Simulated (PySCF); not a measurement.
(1E)-1-fluorobuta-1,3-diene (C₄H₅F), SMILES C=C/C=C/F.

Coordinates come from a r2SCAN-D4/def2-SVP optimisation. One conformer was computed; it need not be the lowest.

All values below come from SMD-PBE0/6-31G* (PySCF).

Solvation free energies are E(SMD) − E(gas) at the gas-phase geometry, for 1 M in both phases. In vacuum the dipole moment is 1.03 D.

Task: Rank water, ethylethanoate, 1-octanol by solvation free energy, most negative first.

Result: ethylethanoate (-2.9 kcal/mol), 1-octanol (-2.1 kcal/mol), water (0.4 kcal/mol)
